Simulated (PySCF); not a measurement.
C₃H₄BrF.

```xyz
9

C     -1.3744    -1.6821     0.0000
C      0.0929    -1.4446     0.0000
F      0.8086    -2.5877     0.0000
C      0.7793    -0.2977     0.0000
Br    -0.0253     1.4117     0.0000
H     -1.6587    -2.2706     0.8880
H     -1.9301    -0.7372     0.0000
H     -1.6587    -2.2706    -0.8880
H      1.8692    -0.2934     0.0000
```

The structure is a stationary point at B3LYP-D3(BJ)/def2-SVP.

The numbers are results of PBE/pcSseg-1 (PySCF), not measurements. Non-relativistic, no solvent.

Give the absolute GIAO shielding of each atom: isotropic value and principal components (ppm). (Estimate from the structure and the level; the computed values follow.)


```csv
atom,σ(iso),σ11,σ22,σ33,span
C1,163.4,151.4,157.1,181.6,30.2
C2,9.1,-87.0,56.2,57.9,144.9
F3,235.5,128.6,239.7,338.3,209.7
C4,73.3,0.3,96.5,123.2,123.0
Br5,2141.2,1735.6,1900.8,2787.2,1051.7
H6,29.3,25.8,26.7,35.5,9.7
H7,28.7,22.9,30.8,32.3,9.4
H8,29.3,25.8,26.7,35.5,9.7
H9,25.5,20.3,26.3,30.0,9.7
```
